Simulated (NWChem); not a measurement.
System: disiloxane (Si$_{2}$H$_{6}$O); SMILES [SiH3]O[SiH3]

NWChem input:

```
start job
memory heap 200 mb stack 900 mb global 1100 mb
geometry units angstroms noautoz
  Si     0.016046     1.581355    -0.046445
  O      0.283578     0.001540     0.437253
  Si     0.024539    -1.581128    -0.041722
  H     -1.459344     1.846920    -0.191426
  H      0.588179     2.488313     1.002329
  H      0.688807     1.850856    -1.366703
  H      0.698746    -1.850954    -1.361176
  H     -1.449402    -1.855046    -0.185899
  H      0.601527    -2.481861     1.009754
end
basis spherical
  * library def2-tzvp
end
basis "cd basis" spherical
  * library "Weigend Coulomb Fitting"
end
dft
  xc xpbe96 cpbe96
  iterations 150
end
task dft gradient
```

Parts of the log:

```
             Northwest Computational Chemistry Package (NWChem) 7.3.0
             --------------------------------------------------------

 C2V symmetry detected

                             Geometry "geometry" -> ""
                             -------------------------

 Output coordinates in angstroms (scale by  1.889725989 to convert to a.u.)

  No.       Tag          Charge          X              Y              Z
 ---- ---------------- ---------- -------------- -------------- --------------
    1 Si                  14.0000    -1.58124897     0.00000000    -0.08201525
    2 O                    8.0000     0.00000000     0.00000000     0.46662500
    3 Si                  14.0000     1.58124897     0.00000000    -0.08201525
    4 H                    1.0000    -1.85095274    -1.22432005    -0.91665296
    5 H                    1.0000    -2.48509873     0.00000000     1.11501940
    6 H                    1.0000    -1.85095274     1.22432005    -0.91665296
    7 H                    1.0000     1.85095274     1.22432005    -0.91665296
    8 H                    1.0000     1.85095274    -1.22432005    -0.91665296
    9 H                    1.0000     2.48509873     0.00000000     1.11501940

 Effective nuclear repulsion energy (a.u.)     156.7202675550

      Symmetry information
      --------------------

 Group name             C2v
 Group number             16
 Group order               4
 No. of unique centers     4

 Summary of "cd basis" -> "" (spherical)
 ------------------------------------------------------------------------------
       Tag                 Description            Shells   Functions and Types
 ---------------- ------------------------------  ------  ---------------------
 *                  Weigend Coulomb Fitting           on all atoms

  pbe96 is a nonlocal functional; adding pw91lda local functional.

                                 NWChem DFT Module
                                 -----------------

 Summary of "ao basis" -> "ao basis" (spherical)
 ------------------------------------------------------------------------------
       Tag                 Description            Shells   Functions and Types
 ---------------- ------------------------------  ------  ---------------------
 Si                        def2-tzvp                13       37   5s5p2d1f
 O                         def2-tzvp                11       31   5s3p2d1f
 H                         def2-tzvp                 4        6   3s1p

 Summary of "cd basis" -> "cd basis" (spherical)
 ------------------------------------------------------------------------------
       Tag                 Description            Shells   Functions and Types
 ---------------- ------------------------------  ------  ---------------------
 Si                 Weigend Coulomb Fitting         17       51   8s4p3d1f1g
 O                  Weigend Coulomb Fitting         15       49   6s4p3d1f1g
 H                  Weigend Coulomb Fitting          5       11   3s1p1d

      Symmetry analysis of basis
      --------------------------

        a1         50
        a2         22
        b1         43
        b2         26

            General Information
            -------------------
          SCF calculation type: DFT
          Wavefunction type:  closed shell.
          No. of atoms     :     9
          No. of electrons :    42
           Alpha electrons :    21
            Beta electrons :    21
          Charge           :     0
          Spin multiplicity:     1
          Use of symmetry is: on ; symmetry adaption is: on
          Maximum number of iterations: 150
          AO basis - number of functions:   141
                     number of shells:    61
          A Charge density fitting basis will be used.
          CD basis - number of functions:   217
                     number of shells:    79
          Convergence on energy requested:  1.00D-06
          Convergence on density requested:  1.00D-05
          Convergence on gradient requested:  5.00D-04

              XC Information
              --------------
          PerdewBurkeErnzerhof Exchange Functional  1.000
            Perdew 1991 LDA Correlation Functional  1.000 local
           PerdewBurkeErnz. Correlation Functional  1.000 non-local

             Grid Information
             ----------------
          Grid used for XC integration:  medium
          Radial quadrature: Mura-Knowles
          Angular quadrature: Lebedev.
          Tag              B.-S. Rad. Rad. Pts. Rad. Cut. Ang. Pts.
          ---              ---------- --------- --------- ---------
          Si                  1.10       88          12.0       590
          O                   0.60       49           8.0       434
          H                   0.35       45          12.0       434
          Grid pruning is: on
          Number of quadrature shells:   227
          Spatial weights used:  Erf1

      Superposition of Atomic Density Guess
      -------------------------------------

 Sum of atomic energies:        -655.45398345

      Non-variational initial energy
      ------------------------------

 Total energy =    -656.290056
 1-e energy   =   -1218.805415
 2-e energy   =     405.795091
 HOMO         =      -0.385324
 LUMO         =      -0.001906

      Symmetry analysis of molecular orbitals - initial
      -------------------------------------------------

  Numbering of irreducible representations:

     1 a1          2 a2          3 b1          4 b2

  Orbital symmetries:

     1 b1          2 a1          3 a1          4 b1          5 a1
     6 b1          7 a1          8 a1          9 b1         10 b2
    11 a2         12 a1         13 b1         14 a1         15 b1
    16 b2         17 a1         18 b1         19 a2         20 a1
    21 b2         22 a1         23 b1         24 a1         25 a1
    26 a2         27 b2         28 b1         29 b1         30 b2
    31 a1

      3 Center 2 Electron Integral Information
      ----------------------------------------
          Maximum number of 3-center 2e- integrals is:         4314177.
            This is reduced with Schwarz screening to:         3064257.
            Incore requires a per proc buffer size of:         2459696.
          Minimum dble words available (all nodes) is:       144155412
                   This is reduced (for later use) to:       143545108
                      proc 0 Suggested buffer size is:         2459696
                         Max Suggested buffer size is:         2459696
                              no. integral batches is:            1000

           2.460 MW buffer allocated for incore 3-center
          2e- integral storage on stack.

   convergence    iter        energy       DeltaE   RMS-Dens  Diis-err
 ---------------- ----- ----------------- --------- --------- ---------
 d= 0,ls=0.0,diis     1   -657.4565666056 -8.14D+02  7.67D-03  1.23D+00
 d= 0,ls=0.0,diis     2   -657.2287807371  2.28D-01  6.17D-03  3.14D+00
 d= 0,ls=0.0,diis     3   -657.5100585892 -2.81D-01  1.69D-03  2.85D-01
 d= 0,ls=0.0,diis     4   -657.5349997604 -2.49D-02  5.94D-04  6.60D-03
 d= 0,ls=0.0,diis     5   -657.5358885361 -8.89D-04  1.32D-04  7.44D-04
  Resetting Diis
 d= 0,ls=0.0,diis     6   -657.5359735127 -8.50D-05  1.59D-05  1.24D-05
 d= 0,ls=0.0,diis     7   -657.5359751095 -1.60D-06  7.57D-06  6.55D-07
 d= 0,ls=0.0,diis     8   -657.5359750132  9.63D-08  4.29D-06  1.91D-06

         Total DFT energy =     -657.535975013239
      One electron energy =    -1221.818173919155
           Coulomb energy =      459.837067866907
    Exchange-Corr. energy =      -52.275136515981
 Nuclear repulsion energy =      156.720267554990

 Numeric. integr. density =       41.999999002579

                  Occupations of the irreducible representations
                  ----------------------------------------------

                     irrep           alpha         beta
                     --------     --------     --------
                     a1                9.0          9.0
                     a2                2.0          2.0
                     b1                7.0          7.0
                     b2                3.0          3.0

                       DFT Final Molecular Orbital Analysis
                       ------------------------------------

 Vector   19  Occ=2.000000D+00  E=-3.086984D-01  Symmetry=a2
              MO Center=  6.5D-14, -6.4D-12, -6.4D-01, r^2= 5.3D+00
   Bfn.  Coefficient  Atom+Function         Bfn.  Coefficient  Atom+Function
  ----- ------------  ---------------      ----- ------------  ---------------
    16      0.219670  1 Si py                84     -0.219670  3 Si py
   107     -0.163191  4 H  s                119      0.163191  6 H  s
   125     -0.163191  7 H  s                131      0.163191  8 H  s
   106     -0.101533  4 H  s                108     -0.101666  4 H  s
   118      0.101533  6 H  s                120      0.101666  6 H  s

[...]

                         DFT ENERGY GRADIENTS

    atom               coordinates                        gradient
                 x          y          z           x          y          z
   1 Si     -2.988127   0.000000  -0.154986   -0.007034   0.000000  -0.001363
   2 O       0.000000   0.000000   0.881793    0.000000   0.000000   0.006398
   3 Si      2.988127   0.000000  -0.154986    0.007034   0.000000  -0.001363
   4 H      -3.497793  -2.313629  -1.732223   -0.000961  -0.002448  -0.001823
   5 H      -4.696156   0.000000   2.107081   -0.002223   0.000000   0.001810
   6 H      -3.497793   2.313629  -1.732223   -0.000961   0.002448  -0.001823
   7 H       3.497793   2.313629  -1.732223    0.000961   0.002448  -0.001823
   8 H       3.497793  -2.313629  -1.732223    0.000961  -0.002448  -0.001823
   9 H       4.696156   0.000000   2.107081    0.002223   0.000000   0.001810
```

Level: PBE/def2-TZVP, Coulomb fitting. All runs use the structure optimised with PBE-D3(BJ)/def2-SVP.
